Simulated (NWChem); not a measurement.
System: CH₃BeIS; SMILES C[S][Be][I]

Here is an NWChem input.

```
start job
memory heap 200 mb stack 900 mb global 1100 mb
geometry units angstroms noautosym nocenter noautoz
  Be     0.274825     0.859330     0.000445
  I     -0.252526    -1.250859     0.004899
  S      0.746184     2.699439    -0.003860
  C     -0.898062     3.513556     0.000196
  H     -1.493905     3.229204    -0.876799
  H     -0.707401     4.593976    -0.042612
  H     -1.453912     3.292338     0.920602
end
basis spherical
  * library def2-svpd
end
ecp
  I library def2-ecp
end
dft
  xc b3lyp
  iterations 150
end
property
  response 1 0.0773
end
task dft property
```

Geometry: optimised at PBE0/def2-SVP. def2 effective core potentials on I; no spin-orbit coupling.

Field at 589 nm.

### Question
What results follow from this input? (B3LYP/def2-SVPD with def2 effective core potentials on I.) Quantities: isotropic polarisability (bohr³); anisotropy (bohr³).

### Answer
```
Item                              Result
--------------------------------  ------
isotropic polarisability (bohr³)    91.8
anisotropy (bohr³)                  48.4
```
